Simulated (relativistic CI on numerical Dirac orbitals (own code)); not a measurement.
## Sc³⁺ in a cubic cluster: L2,3 absorption with charge transfer

Computed with a charge-transfer multiplet model of a cubic metal-ligand cluster with up to 2 ligand holes, Slater and spin-orbit integrals from Dirac-Coulomb-Breit ions, Slater integrals scaled by 0.9. The ground state mixes d0 with configurations of k ligand holes L, whose averages lie at kΔ + k(k − 1)U_dd/2; a core hole lowers each added d electron by U_cd. 300 K, Lorentzian 0.4 eV and Gaussian 0.3 eV FWHM.

Atomic integrals in eV (Slater integrals scaled, ζ unscaled), ground: F2dd 5.299, F4dd 3.246, zeta_d 0.005; with the core hole: F2dd 5.299, F4dd 3.246, zeta_d 0.020, zeta_core 3.005, F2cd 4.627, G1cd 3.325, G3cd 1.884. Where a configuration has fewer than two d electrons, the dd integrals are those of d2.

Cluster parameters (eV): Δ = 6.6, U_cd = 5, 10Dq = 1.15, 10Dq(ligand) = 0.4, V(eg) = 3.15, V(t2g) = -1.4, final-state hopping factor = 1.

```tsv
Case	n_d	d0	d1L	d2L2	S
U_dd = 2.2 eV	0.51	0.55	0.38	0.07	0.00
U_dd = 2.9 eV	0.50	0.56	0.37	0.07	0.00
U_dd = 4.3 eV	0.49	0.57	0.37	0.06	0.00
```

Weights, n_d and S are thermal averages at 300 K. Photon energies count from the first peak over 30 % of the highest in each spectrum, which can be another peak from case to case. The parameters are a model scan and need not match a compound or its usual spin state. Peaks in eV (height, largest 100):
- U_dd = 2.2 eV: -2.0 (26), 0.0 (59), 2.2 (59), 4.3 (100)
- U_dd = 2.9 eV: -2.1 (25), 0.0 (59), 2.2 (59), 4.3 (100)
- U_dd = 4.3 eV: -2.0 (18), 0.0 (49), 2.3 (44), 4.3 (100)

A d0 ion has no d-d gap: its lowest excitations are ligand-to-metal charge transfer. With the core hole the configuration with one ligand hole lies at Δ + U_dd − U_cd = 3.8, 4.5, 5.9 eV from the one without, in the order of the table; where this is negative the screened configuration lies lower, though the effective hopping of about 6.9 eV (from the holes of the mixed ground state) mixes the two strongly wherever it is as large as the gap.
